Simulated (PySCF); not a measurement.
Correlation energy of N⁺ (nitrogen, charge +1)

[He] 2s1 2p3, high-spin 5S determinant (an excited configuration). All numbers are calculated (PySCF 2.14, scalar relativity by spin-free X2C-1e, in aug-cc-pVQZ-DK). Frozen: 1s2; 4 electrons correlated.

| level | correlation energy (mhartree) |
| --- | --- |
| CCSD | -35.18 |
| (T) | -0.23 |
| CCSD(T) | -35.41 |

Diagnostics: T1 = 0.0018, D1 = 0.0029, largest double amplitude 0.017.

Task: Is a single reference adequate?

Result: Yes: T1 lies below 0.03 and no double amplitude reaches 0.07.
